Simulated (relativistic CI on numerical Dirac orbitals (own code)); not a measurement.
# Line list: Forbidden lines, Re XXIX

Calculated at this level of theory: Dirac-Coulomb-Breit CI, KLI orbitals optimised for each configuration, a model potential for QED, unscaled Slater integrals (own radial code, finite nucleus).

Configurations in the expansion (outside the closed core [Ar] 3d10): 4s²4p⁶4d¹⁰4f, 4s²4p⁶4d⁹4f², 4s²4p⁶4d¹⁰5s, 4s²4p⁶4d¹⁰5p, 4s²4p⁵4d¹⁰4f², 4s²4p⁶4d¹⁰5d, 4s4p⁶4d¹⁰4f², 4s²4p⁶4d⁹4f5s, 4s²4p⁴4d¹⁰4f³, 4s²4p⁶4d⁹5s², 4s²4p⁶4d¹⁰5f, 4s²4p⁶4d⁹4f5p, 4s²4p⁶4d⁹5s5p, 4s²4p⁶4d⁸4f²5s, 4s²4p⁶4d¹⁰6s, 4s²4p⁶4d¹⁰5g. Levels of other configurations are missing.

```tsv
λ vac (Å)	Lower	Upper	Type	A (s⁻¹)	log gf
59.249	4s²4p⁶4d¹⁰4f ²F°7/2 [2]	4s²4p⁶4d⁹4f² ²H11/2 [44]	M2	6.77e+03	-7.37
59.317	4s²4p⁶4d¹⁰4f ²F°5/2 [1]	4s²4p⁶4d⁹4f² ⁴P1/2 [30]	M2	3.36e+04	-7.45
59.682	4s²4p⁶4d¹⁰4f ²F°7/2 [2]	4s²4p⁶4d⁹4f² ²H11/2 [40]	M2	8.93e+03	-7.24
60.066	4s²4p⁶4d¹⁰4f ²F°7/2 [2]	4s²4p⁶4d⁹4f² ⁴G11/2 [34]	M2	1.90e+04	-6.91
60.301	4s²4p⁶4d¹⁰4f ²F°5/2 [1]	4s²4p⁶4d⁹4f² ⁴D1/2 [21]	M2	2.84e+04	-7.51
60.706	4s²4p⁶4d¹⁰4f ²F°7/2 [2]	4s²4p⁶4d⁹4f² ⁴G11/2 [27]	M2	1.25e+03	-8.08
61.667	4s²4p⁶4d¹⁰4f ²F°7/2 [2]	4s²4p⁶4d⁹4f² ⁴G11/2 [18]	M2	3.79e+03	-7.59
61.955	4s²4p⁶4d¹⁰4f ²F°7/2 [2]	4s²4p⁶4d⁹4f² ⁴H11/2 [16]	M2	3.68e+02	-8.60
1092.7	4s²4p⁶4d⁹4f² ⁴K13/2 [10]	4s²4p⁶4d⁹4f² ²H11/2 [44]	M1	3.95e+02	-6.07
1188.3	4s²4p⁶4d⁹4f² ²G9/2 [12]	4s²4p⁶4d⁹4f² ²H11/2 [44]	M1	2.84e+02	-6.14
1422.3	4s²4p⁶4d⁹4f² ⁴F9/2 [9]	4s²4p⁶4d⁹4f² ⁴G11/2 [34]	M1	5.61e+02	-5.69
1738.5	4s²4p⁶4d⁹4f² ²L17/2 [35]	4s²4p⁶4d⁹4f² ²K15/2 [53]	M1	1.11e+03	-5.09
1854.1	4s²4p⁶4d⁹4f² ⁴G11/2 [18]	4s²4p⁶4d⁹4f² ²H11/2 [40]	M1	3.17e+02	-5.71
1880.0	4s²4p⁶4d⁹4f² ⁴K15/2 [14]	4s²4p⁶4d⁹4f² ²L17/2 [35]	M1	3.15e+02	-5.52
1915.7	4s²4p⁶4d⁹4f² ⁴K13/2 [10]	4s²4p⁶4d⁹4f² ⁴I13/2 [28]	M1	4.34e+02	-5.48
1936.2	4s²4p⁶4d⁹4f² ⁴K15/2 [14]	4s²4p⁶4d⁹4f² ²I13/2 [32]	M1	3.99e+02	-5.50
1960.8	4s²4p⁶4d⁹4f² ⁴K13/2 [10]	4s²4p⁶4d⁹4f² ⁴G11/2 [27]	M1	6.00e+02	-5.38
2149.4	4s²4p⁶4d⁹4f² ⁴H13/2 [22]	4s²4p⁶4d⁹4f² ²H11/2 [40]	M1	3.75e+02	-5.51
2906.9	4s²4p⁶4d⁹4f² ⁴H11/2 [16]	4s²4p⁶4d⁹4f² ⁴I13/2 [28]	M1	3.68e+02	-5.19
3092.3	4s²4p⁶4d¹⁰4f ²F°5/2 [1]	4s²4p⁶4d¹⁰4f ²F°7/2 [2]	M1	3.90e+02	-5.35
```

Terms are leading LS components. Brackets give the number of a level in order of energy, since labels repeat. The list gives strong lines, with weight on those to low levels, among the lowest 200 of 1871 levels, so that lines to higher ones, which can be the strongest, are missing. Levels whose partners in the same complex of configurations lie outside the list can be far off, and so can their lines. Rates are taken at the computed energies, electric ones in the length gauge.

At this charge energies of transitions that change n are usually good to better than 1 %, and those within a shell (Δn = 0) to a few per cent.

LS names give the leading component of a level, which can be under half, so a name can repeat, a term be missing and a line seem to break the LS rules.
